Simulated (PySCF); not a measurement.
Compound: C6H7O2 (charge -1).
Geometry (PBE0-D3(BJ)/def2-SVP, Å), atoms numbered from 1 in this order:
```xyz
15
C6H7O2 angstrom
O      0.0264    2.6284    0.1888
C      0.1110    1.3945    0.0937
C      1.2497    0.6108    0.4151
C      1.3605   -0.7955    0.2600
O      2.3730   -1.4750    0.4870
C      0.1164   -1.5286   -0.2653
C     -1.1831   -0.8018    0.0343
C     -1.1091    0.6359   -0.4499
H      2.1335    1.1422    0.7830
H      0.1424   -2.5431    0.1644
H      0.2368   -1.6515   -1.3591
H     -1.3481   -0.8015    1.1269
H     -2.0461   -1.3287   -0.4142
H     -1.9987    1.2236   -0.1714
H     -1.0532    0.6579   -1.5555
```

A calculation gives these core lines: C 1s: 284.25 (area 1), 286.23 (area 2), 286.74 (area 1), 287.08 (area 2) eV; O 1s: 531.14 eV.

Method: PySCF 2.14.0, delta-SCF UKS SCAN, pcX-2 on the ionised atom, pcseg-1 elsewhere, spin-free X2C. The structure is a single PBE0-D3(BJ)/def2-SVP conformer in the gas phase; no vibrational or solvent corrections. The geometry's basis has no diffuse functions, a weakness for an anion.

Problem. Order the carbon atoms by C 1s binding energy.

Solution. 284.25 eV: C3 (carbon bonded to 2 C and H); 286.23 eV: C6/C8 (carbon bonded to 2 C and 2 H); 286.74 eV: C7 (ring CH2 carbon); 287.08 eV: C2/C4 (carbon bonded to 2 C and O). The listed C 1s values span 2.83 eV, from C3 (bonded to 2 C and H) to C2/C4 (bonded to O and 2 C).

Bonded neighbours of each site: O1/O5: C; C2/C4: O and 2 C; C3: 2 C and H; C6/C8: 2 C and 2 H; C7: 2 C and 2 H.

Problem. What is the C 1s shift of C2/C4 against C7?

Solution. 287.08 − 286.74 = +0.34 eV, or +33 kJ/mol.

Atoms equivalent by their bonding share one computed value, that of the first of them. Spin contamination (⟨S²⟩ against 0.75 for a pure doublet) is marked for C 1s of C2/C4 (0.90), which makes this value less certain. The species carries charge -1, so core ionisation leaves a neutral species. The basis sets have no added diffuse functions.

On one thread of an Arm Neoverse N1, shared host, this took 2.4 min wall.
